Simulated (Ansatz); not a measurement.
## Energy profile

The step: SiH₃F ([F][SiH3]) + NH₃ + NH₃ → SiNH₅ ([NH2][SiH3]) + NH₃ + HF; bonds formed: F2–H8, H6–N9; dative contacts that become bonds: Si1–N7; bonds broken: Si1–F2, H6–N7, H8–N9 (atoms numbered as in the saddle structure below).

Si1  (-0.904, -1.108, 0.206)
F2  (0.914, -1.240, -0.348)
H3  (-1.172, -0.801, -1.239)
H4  (-0.736, -2.512, 0.667)
H5  (-2.345, -0.897, 0.680)
H6  (0.404, 1.142, -0.045)
N7  (-0.282, 0.308, 1.161)
H8  (1.185, 0.081, -0.958)
N9  (1.019, 1.149, -0.964)
H10  (-0.984, 0.686, 1.783)
H11  (0.536, 0.065, 1.709)
H12  (1.871, 1.688, -0.875)
H13  (0.492, 1.439, -1.779)
(Å)

Electronic energies by CCSD(T) at an estimated basis limit (MP2 extrapolated from triple and quadruple zeta, plus CCSD(T) − MP2 in triple zeta), on PBE0-D4/def2-TZVP structures; SiN₂H₉F, closed shell; no counterpoise correction. Ansatz 0.2.0; basis: def2-TZVPP and def2-QZVPP; cores frozen in the correlated methods. Extrapolation: Hartree–Fock as exp(−7.88 √X), correlation as X^−2.97.

**Question.** Give the profile in kcal/mol, counted from the separated reactants. (To be estimated.)

**Answer.** By the calculation:
| point | kcal/mol |
| --- | --- |
| separated: SiH₃F (linked as [F][SiH3]; Si1, F2, H3, H4, H5; singlet) + NH₃ (H6, N7, H10, H11; singlet) + NH₃ (H8, N9, H12, H13; singlet) | 0.00 |
| start structure | 0.44 |
| saddle | 14.91 |
| end structure | 1.71 |
| separated: SiNH₅ (linked as [NH2][SiH3]; Si1, H3, H4, H5, N7, H10, H11; singlet) + HF (F2, H8; singlet) + NH₃ (H6, N9, H12, H13; singlet) | 20.29 |

No T1 diagnostic of these runs exceeds 0.011.

The step is the kind of exchange with an N–H group that builds nitride films in atomic layer and chemical vapour deposition.

For scale, one of the runs: CCSD(T)/def2-TZVPP, 261 basis functions, launched by `ansatz run in.yaml --threads 8 --pin off --events-out ev --progress --plain --max-ram 19148MiB`. The run took 45 s on 8 CPU threads of an Intel Xeon Platinum 8488C (shared host), with 6.4 GiB of host memory at its peak.
